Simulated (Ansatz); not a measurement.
`N#CB(F)Cl` and `FB(S)Cl` differ in one atom or group.

Ansatz, PBE0-D4/def2-TZVP geometries, multiplicity 1. Each molecule was computed in one conformer, which needn't be the lowest.

| property | `N#CB(F)Cl` |
| --- | --- |
| size of the dipole moment (B3LYP/def2-TZVPP) / D | 2.21 |
| LUMO energy (PBE0/def2-TZVPP) / eV | -2.71 |
| LUMO energy (B3LYP/def2-TZVPP) / eV | -2.91 |
| HOMO–LUMO gap (B3LYP/def2-TZVPP) / eV | 6.94 |
| HOMO energy (PBE/def2-TZVPP) / eV | -8.68 |
| size of the dipole moment (ωB97M-V/def2-TZVPP) / D | 2.22 |

(1) Give the same properties after the change, and the shifts. (Estimate.)

## Answers

(1) The calculation gave: 
```json
{"property": "size of the dipole moment (B3LYP/def2-TZVPP) / D", "`FB(S)Cl`": "1.17", "shift": "-1.04"}
{"property": "LUMO energy (PBE0/def2-TZVPP) / eV", "`FB(S)Cl`": "-0.65", "shift": "2.06"}
{"property": "LUMO energy (B3LYP/def2-TZVPP) / eV", "`FB(S)Cl`": "-0.85", "shift": "2.06"}
{"property": "HOMO–LUMO gap (B3LYP/def2-TZVPP) / eV", "`FB(S)Cl`": "7.27", "shift": "0.33"}
{"property": "HOMO energy (PBE/def2-TZVPP) / eV", "`FB(S)Cl`": "-7.14", "shift": "1.54"}
{"property": "size of the dipole moment (ωB97M-V/def2-TZVPP) / D", "`FB(S)Cl`": "1.15", "shift": "-1.07"}
```

With PBE0 the HOMO rises by 1.76 eV and the LUMO rises by 2.06 eV, so the gap widens by about 0.30 eV. PBE moves the HOMO by 1.54 eV and ωB97M-V by 1.89 eV. Dipoles are sizes alone; their direction can turn.

B3LYP here is the variant with VWN-RPA as its local correlation; programs differ in this.
